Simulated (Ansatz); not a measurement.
Two structures of Ge₄H₁₁ClO, singlet, reached by relaxing down either side of one saddle point (PBE0-D4/def2-TZVP). Energies are electronic, without zero-point energy. Program: Ansatz 0.2.0. Basis: def2-TZVPP and def2-QZVPP. Cores are frozen in the correlated methods. Filled d shells of the heavier atoms are correlated. The def2 sets are not built for correlating such inner shells, so the correlated values are less sure here. Extrapolation: Hartree–Fock as exp(−7.88 √X), correlation as X^−2.97. First:

| atom | x (Å) | y (Å) | z (Å) |
| --- | --- | --- | --- |
| Ge1 | -0.2154 | -0.4961 | -0.4968 |
| Ge2 | 1.9153 | -1.0942 | 0.5397 |
| Ge3 | -0.0138 | 1.4300 | -1.9689 |
| Ge4 | -1.9773 | -0.3511 | 1.1887 |
| O5 | -0.6366 | -1.8327 | -1.6330 |
| H6 | 1.3065 | 1.6340 | 1.7826 |
| Cl7 | 0.3988 | 2.5269 | 1.6056 |
| H8 | 3.0518 | -1.1711 | -0.4925 |
| H9 | 1.8126 | -2.4434 | 1.2736 |
| H10 | 2.3313 | -0.0431 | 1.5994 |
| H11 | -0.0879 | 0.9315 | -3.4202 |
| H12 | 1.3319 | 2.1366 | -1.7432 |
| H13 | -1.1524 | 2.4275 | -1.7086 |
| H14 | -1.3900 | -0.2595 | 2.6064 |
| H15 | -2.8175 | -1.6409 | 1.0960 |
| H16 | -2.8953 | 0.8555 | 0.9434 |
| H17 | -0.9619 | -2.6097 | -1.1720 |

Second:

```csv
atom,x (Å),y (Å),z (Å)
Ge1,-0.9287,0.3265,0.3423
Ge2,3.1740,-0.9220,0.2603
Ge3,-0.0016,1.2923,-1.6848
Ge4,-3.3306,-0.0328,0.5348
O5,-0.0429,-1.1989,0.6107
H6,2.6560,0.3381,0.9635
Cl7,-0.4231,1.6426,2.0068
H8,2.5157,-1.0632,-1.1185
H9,2.8848,-2.1635,1.1120
H10,4.6959,-0.7947,0.0674
H11,0.0376,0.2233,-2.7849
H12,1.4035,1.8319,-1.4015
H13,-0.9277,2.4393,-2.1168
H14,-3.6127,-0.7614,1.8574
H15,-3.8238,-0.8912,-0.6403
H16,-4.0494,1.3226,0.5220
H17,-0.2270,-1.5888,1.4698
```

(1) Which bonds change from the first to the second?

(2) Give the saddle point's structure and its height above each. (An estimate is asked for; the value comes from the calculation.)

T1 diagnostic: at most 0.013.

Answers

(1) Ge₄H₁₀O ([OH][Ge]([GeH3])([GeH3])[GeH3]) + HCl → Ge₃H₇ClO ([OH][Ge]([Cl])([GeH3])[GeH3]) + GeH₄; bonds formed: Ge1–Cl7, Ge2–H6; bonds broken: Ge1–Ge2, H6–Cl7.

(2) By the calculation: 31.28 kcal/mol above the first and 43.69 kcal/mol above the second (CCSD(T) at an estimated basis limit (MP2 extrapolated from triple and quadruple zeta, plus CCSD(T) − MP2 in triple zeta)).
```
17
angstrom
Ge -0.3971 -0.1047 -0.3720
Ge 2.0503 -0.8676 0.7415
Ge 0.0074 1.6013 -2.0408
Ge -2.1375 -0.3108 1.3076
O -0.1510 -1.6718 -1.2349
H 0.9248 0.4549 0.8228
Cl 0.1894 2.0742 1.2971
H 2.7620 -1.0151 -0.6034
H 1.5071 -2.2046 1.2577
H 2.9503 -0.2036 1.7927
H -0.1898 0.9784 -3.4347
H 1.4487 2.0865 -1.8721
H -1.0019 2.7248 -1.7987
H -1.4750 -0.4916 2.6748
H -2.9788 -1.5631 0.9719
H -3.0099 0.9431 1.2479
H -0.4990 -2.4301 -0.7571
```

Labels in which every atom is bracketed show which atoms are joined, not bond orders.

For scale, one of the runs: CCSD(T)/def2-TZVPP, 419 basis functions, launched by `ansatz run in.yaml --threads 4 --pin off --events-out ev --progress --plain --max-ram 66560MiB --backend cuda --devices 0, --max-vram 37GiB`. The run took 110 s on 4 CPU threads of an AMD EPYC 7R13 and a share of one NVIDIA H100 (shared host), with 0.96 GiB of host memory at its peak.
